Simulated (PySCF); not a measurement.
A species of formula C5H14Si3 has this rotational fingerprint, computed with PySCF 2.14.0, PBE0-D3(BJ)/def2-SVP geometry optimisation, gas phase:

| Property | Result |
| --- | --- |
| Rotational constants | A = 1565, B = 946.6, C = 752.1 MHz |
| Dipole components | \|μa\| = 0.04 D, \|μb\| = 0.00 D, \|μc\| = 0.83 D |
| Inertial defect | -184.87 u·Å² |
| κ | -0.52 |

**Question.** Which candidate fits, each taken in the one conformer that was computed?
A. `[CH2:1]=[CH:2][Si:3]([SiH3:4])([SiH3:5])[CH:6]1[CH2:7][CH2:8]1` with C1–C2–Si3–Si4 -9°, C2–Si3–C6–C7 -160°
B. `[CH2:1]=[CH:2][SiH:3]1[CH2:4][SiH2:5][CH2:6][SiH2:7][CH2:8]1` with C1–C2–Si3–C4 1°, C2–Si3–C4–Si5 -177°, Si3–C4–Si5–C6 55°, C4–Si5–C6–Si7 -55°, Si5–C6–Si7–C8 54°
C. `[CH2:1]=[CH:2][C:3](=[CH2:4])[CH2:5][SiH2:6][SiH2:7][SiH3:8]` with C1–C2–C3–C4 178°, C2–C3–C5–Si6 75°, C3–C5–Si6–Si7 33°, C5–Si6–Si7–Si8 -73°
D. `[CH3:1][C:2]#[C:3][SiH2:4][C@@H:5]([SiH3:6])[SiH2:7][CH3:8]` with C3–Si4–C5–Si6 166°, Si4–C5–Si7–C8 63°
E. `[CH2:1]=[CH:2][CH:3]1[SiH2:4][CH2:5][SiH2:6][CH2:7][SiH2:8]1` with C1–C2–C3–Si4 120°, C2–C3–Si4–C5 65°, C3–Si4–C5–Si6 57°, Si4–C5–Si6–C7 -53°, C5–Si6–C7–Si8 53°

**Answer.** E. It is C=CC1[SiH2]C[SiH2]C[SiH2]1, an asymmetric top. The candidates at the same level (rigid rotor, commonest isotopes):

```csv
SMILES,A (MHz),B (MHz),C (MHz),μa (D),μb (D),μc (D),Δ (u·Å²),point group,rotor
C=CC(=C)C[SiH2][SiH2][SiH3],1234,913.9,733.4,1.09,0.09,0.14,-273.34,C1,asymmetric top
C=CC1[SiH2]C[SiH2]C[SiH2]1,1565,946.6,752.1,0.04,0.00,0.83,-184.87,–,asymmetric top
C=C[SiH]1C[SiH2]C[SiH2]C1,1825,812.3,609.4,0.82,0.01,1.32,-69.75,C1,asymmetric top
CC#C[SiH2][C@@H]([SiH3])[SiH2]C,1640,632.4,485.1,2.49,0.84,1.05,-65.38,C1,asymmetric top
C=C[Si]([SiH3])([SiH3])C1CC1,1181,822.0,792.1,0.43,0.14,1.24,-404.72,C1,asymmetric top
```

`C=C[Si]([SiH3])([SiH3])C1CC1` has A 25 % too low; `C=C[SiH]1C[SiH2]C[SiH2]C1` has C 19 % too low; `CC#C[SiH2][C@@H]([SiH3])[SiH2]C` has C 36 % too low; `C=CC(=C)C[SiH2][SiH2][SiH3]` has A 21 % too low. No structure here is proved a minimum.
